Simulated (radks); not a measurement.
Initial-state core-level shifts of the osmium ion Os2+ when its valence configuration changes from [Xe] 4f14 5d6. Method: Dirac Kohn-Sham, PBEsol, spin-unpolarised, spherical densities, finite nucleus; open shells are shared between the two j in proportion to 2j + 1; Fermi nuclear charge, rms radius 5.4126 fm; computed with a radial shooting solver on a logarithmic mesh with Libxc functionals. Shifts are changes of the shell-averaged eigenvalues in eV (positive: less bound); the change of the density at the nucleus, which sets a Mossbauer isomer shift, is in e/bohr^3, on a base of 1.673e+06.

| valence | 1s | 2p | 3s | 5p | density at nucleus |
|---|---|---|---|---|---|
| 4f13.5 5d6.5 | -5.396 | -5.818 | -6.724 | -1.656 | +54.4 |
| 4f14 5d5.5 6p0.5 | -2.427 | -2.488 | -2.470 | -2.263 | +6.6 |
| 4f13 5d5.5 6s1 6p0.5 | -17.081 | -18.184 | -19.951 | -8.877 | +290.4 |
| 4f13 5d6 6p1 | -16.000 | -16.995 | -18.801 | -7.979 | +125.3 |
| 4f12 5d8 | -22.313 | -24.109 | -27.954 | -6.500 | +227.5 |
| 4f14 5d5 6p1 | -4.901 | -5.028 | -4.986 | -4.543 | +14.1 |
| 4f11.5 5d6.5 6p2 | -39.027 | -41.615 | -46.400 | -17.886 | +323.6 |
| 4f13 5d6 6s1 | -14.461 | -15.490 | -17.286 | -6.493 | +275.5 |
| 4f14 5d5 6s1 | -3.368 | -3.528 | -3.478 | -3.069 | +158.6 |
